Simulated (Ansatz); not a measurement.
Sn12O20F12H6²⁺ (started as a model of: [(RSn)12O14(OH)6]2+, R = F). The state is a singlet with charge 2. Geometry r2SCAN-D4/def2-SVP.

Cartesian coordinates in Å:
```
Sn 3.128 -1.312 0.312
Sn 2.320 0.297 -2.476
Sn 1.007 -2.683 -1.840
Sn 0.109 2.657 -1.801
Sn -2.088 -2.326 -0.738
Sn 1.459 -0.033 2.861
Sn -0.109 -2.657 1.801
Sn 2.088 2.326 0.738
Sn -1.459 0.033 -2.861
Sn -3.128 1.312 -0.312
Sn -2.320 -0.297 2.476
Sn -1.007 2.683 1.840
O 1.482 -0.848 -0.919
O 1.767 -1.838 1.831
O 2.799 0.501 1.332
O 2.041 2.011 -1.284
O 0.376 0.934 -2.973
O -0.223 -3.125 -0.189
O -0.857 -1.862 -2.377
O 0.223 3.125 0.189
O -1.767 1.838 -1.831
O -2.041 -2.011 1.284
O -2.798 -0.501 -1.332
O -0.376 -0.934 2.973
O 0.857 1.862 2.377
O -1.482 0.848 0.919
O 3.971 -0.278 -1.310
O 2.725 -3.103 -0.708
O 1.960 -1.578 -3.351
O -3.971 0.278 1.310
O -2.725 3.103 0.707
O -1.960 1.578 3.351
F 4.769 -1.864 1.115
F 3.307 1.047 -3.927
F 0.933 -4.344 -2.778
F 0.152 4.236 -2.850
F -3.339 -3.687 -1.162
F 2.300 -0.040 4.560
F -0.152 -4.236 2.850
F 3.339 3.686 1.162
F -2.300 0.040 -4.560
F -4.769 1.864 -1.115
F -3.307 -1.047 3.927
F -0.933 4.344 2.778
H 4.916 -0.131 -1.499
H 3.241 -3.930 -0.689
H 2.212 -1.879 -4.243
H -4.916 0.131 1.499
H -3.241 3.930 0.689
H -2.212 1.879 4.242
```

In the def2 sets Sn takes a core potential; there is no spin–orbit coupling. Single mean-field runs in def2-SVP, def2-TZVP are fitted with def2-universal-jkfit.

Problem. Estimate the orbital energies around the gap (eV) in Ansatz with PBE-D4/def2-SVP, PBE-D4/def2-TZVP, r2SCAN-D4/def2-SVP, PBE0-D4/def2-SVP, PBE0-D4/def2-TZVP.

Solution. 
```
orbital  PBE-D4/def2-SVP  PBE-D4/def2-TZVP  r2SCAN-D4/def2-SVP  PBE0-D4/def2-SVP  PBE0-D4/def2-TZVP
HOMO−13           -14.81            -14.91              -15.41            -16.84             -16.79
HOMO−12           -14.79            -14.88              -15.37            -16.75             -16.77
HOMO−11           -14.77            -14.87              -15.35            -16.68             -16.61
HOMO−10           -14.71            -14.83              -15.30            -16.68             -16.61
 HOMO−9           -14.70            -14.83              -15.30            -16.66             -16.53
 HOMO−8           -14.70            -14.81              -15.30            -16.61             -16.52
 HOMO−7           -14.70            -14.78              -15.30            -16.61             -16.52
 HOMO−6           -14.66            -14.78              -15.27            -16.54             -16.42
 HOMO−5           -14.54            -14.60              -15.12            -16.48             -16.40
 HOMO−4           -14.49            -14.59              -15.08            -16.43             -16.38
 HOMO−3           -14.49            -14.59              -15.08            -16.43             -16.38
 HOMO−2           -14.47            -14.57              -15.07            -16.43             -16.38
 HOMO−1           -14.47            -14.57              -15.07            -16.43             -16.38
   HOMO           -14.39            -14.49              -14.99            -16.37             -16.32
   LUMO           -11.40            -11.50              -11.39            -10.79             -10.80
 LUMO+1           -10.31            -10.37              -10.26             -9.56              -9.54
 LUMO+2           -10.31            -10.37              -10.26             -9.56              -9.54
 LUMO+3            -9.77             -9.83               -9.67             -8.98              -8.95
 LUMO+4            -9.27             -9.29               -9.17             -8.37              -8.29
 LUMO+5            -9.27             -9.29               -9.17             -8.37              -8.29
```
